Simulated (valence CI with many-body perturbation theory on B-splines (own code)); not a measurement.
Ru XXXVIII: key properties

Calculated by valence CI with perturbative core correlation (CI+MBPT): five valence electrons over a frozen Dirac-Fock core [He], radial functions for each j: 9 s, 9 p, 8 d, 6 f, 3 g, 1 h, with the one-electron correlation potential Σ1 (screened to all orders), the two-electron term Σ2, the three-electron term Σ3, Breit, model QED; selected single and double excitations, second order for the rest, scaled by the run's own slope (own B-spline code, finite nucleus).

No measured spectrum was set against this ion. As an estimate, large intervals hold to a few tenths of a per cent, small ones and those within an open d or f shell to about a per cent. Among the levels kept, up to 5100 cm⁻¹ of a level comes from second order outside the variational space, and about a tenth of that is noise between levels of different J, which matters for small intervals.

Levels are named by their leading jj configuration (3d3/2^4 stands for four electrons in 3d with j = 3/2), which in mixed levels can hold well under half, so a name can repeat and another be missing.

Rates and lifetimes use the calculated energies. Strong lines usually hold to 10 to 20 %, long lifetimes can be off by a factor of two.

What is the ground level?

(2s^2 2p1/2^2 2p3/2) J=3/2, composition 43 % 2s2 2p3 2P° + 34 % 2s2 2p3 4S° + 24 % 2s2 2p3 2D°, g = 1.419.

How well does LS coupling describe the low levels?

Among the lowest 20 levels the leading LS term, summed over configurations, holds 65 % on average. For single configurations the figures are 64 % in LS and 97 % in jj coupling. Terms mix most in the J = 3/2 level at 3035.2 eV, where the leading one holds 27 %.

Where does the other parity begin?

At (2s 2p1/2^2 2p3/2^2) J=5/2, 287.9 eV.

Among levels below 3290.4 eV, which E1 lines absorb most strongly from the ground level?

to (2s^2 2p1/2^2 3d5/2) J=5/2 at 0.3993 nm, f = 0.424; to (2s^2 2p1/2 2p3/2 3d3/2) J=3/2 at 0.3827 nm, f = 0.352; to (2s^2 2p1/2 2p3/2 3d5/2) J=5/2 at 0.3839 nm, f = 0.345.

What is the ionisation energy?

5323.6 eV; NIST lists 5330 ± 40 eV (semi-empirical).
